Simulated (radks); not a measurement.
Question: The mean radii <r> (bohr) of the occupied orbitals of an atom or ion are listed with their occupations. Method: Dirac Kohn-Sham, PBE, spin-unpolarised, spherical densities, finite nucleus; Fermi nuclear charge, rms radius of each element as measured or else 0.836 A^(1/3) + 0.57 fm; computed with a radial shooting solver on a logarithmic mesh with Libxc functionals.

| orbital | occ. | <r> |
|---|---|---|
| 1s1/2 | 2 | 0.01804 |
| 2s1/2 | 2 | 0.07559 |
| 2p1/2 | 2 | 0.06246 |
| 2p3/2 | 4 | 0.07054 |
| 3s1/2 | 2 | 0.1969 |
| 3p1/2 | 2 | 0.1870 |
| 3p3/2 | 4 | 0.2019 |
| 3d3/2 | 4 | 0.1765 |
| 3d5/2 | 6 | 0.1811 |
| 4s1/2 | 2 | 0.4405 |
| 4p1/2 | 2 | 0.4450 |
| 4p3/2 | 4 | 0.4784 |
| 4d3/2 | 4 | 0.4934 |
| 4d5/2 | 6 | 0.5048 |
| 5s1/2 | 2 | 1.038 |
| 5p1/2 | 2 | 1.138 |
| 5p3/2 | 4 | 1.239 |
| 4f5/2 | 6 | 0.5763 |
| 4f7/2 | 8 | 0.5851 |
| 5d3/2 | 4 | 1.757 |
| 5d5/2 | 1 | 1.815 |

Name the element and its charge. Open shells, if any, fill j = l - 1/2 first.

Answer: Z = 75, rhenium, charge +2: Re2+ in [Xe] 4f14 5d5. The 1s radius gives Z: for a bare nucleus <r> = (2 gamma + 1)/(2Z) with gamma = sqrt(1 - (Z/c)^2), 0.01783 bohr for Z = 75, and screening makes it slightly larger (0.01804 here). The occupations add up to 73, and the charge is Z minus that.
